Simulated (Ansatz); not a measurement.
Born–Oppenheimer molecular dynamics of AlClH₅NOSi (10 atoms, charge 0, multiplicity 1). It starts from a relaxed structure.

Level of theory: Ansatz, RKS revPBE/cc-pVDZ.

```json
{
  "ensemble": "NVE (Milne-controlled integrator)",
  "time step": "1 fs",
  "steps asked": "166",
  "starting velocities drawn for": "700 K",
  "masses": "H 3.016 u",
  "seed": "962502"
}
```

First frame:

```xyz
10
Properties=species:S:1:pos:R:3
Al 0.021 -0.263 0.301
N -0.218 0.306 1.977
H -1.101 0.675 2.337
H 0.501 0.303 2.703
O 1.573 -0.872 -0.192
Si 2.473 -1.521 -1.478
H 1.606 -2.360 -2.389
H 3.100 -0.406 -2.284
H 3.565 -2.385 -0.895
Cl -1.622 -0.179 -1.074
```

How far do the bonds stretch over the last three quarters of this one trajectory? (Pairs bonded in most of those frames.)


```
    bond  mean (Å)  spread (Å)  shortest  longest
  Al1–N2     1.800       0.032      1.74     1.86
  Al1–O5     1.754       0.047      1.67     1.83
Al1–Cl10     2.148       0.019      2.12     2.19
   N2–H3     1.026       0.011      1.00     1.05
   N2–H4     1.026       0.011      1.00     1.04
  O5–Si6     1.714       0.045      1.63     1.81
  Si6–H7     1.528       0.082      1.40     1.66
  Si6–H8     1.514       0.031      1.47     1.57
  Si6–H9     1.513       0.036      1.45     1.58
```

Mean temperature of the second half: 367 K. The conserved energy stayed within 0.03 meV per atom of its start (net change -0.0046 meV per atom), so the integration is sound. Over the second half the temperature averaged 0.52 of the 700 K drawn at the start: a run that starts near a minimum puts about half its kinetic energy into the potential. A run of 0.17 ps of so small a system gives no equilibrium averages.

The run took 3.6 min on 4 threads of Arm Neoverse V1 (shared host), peak memory 0.17 GiB.
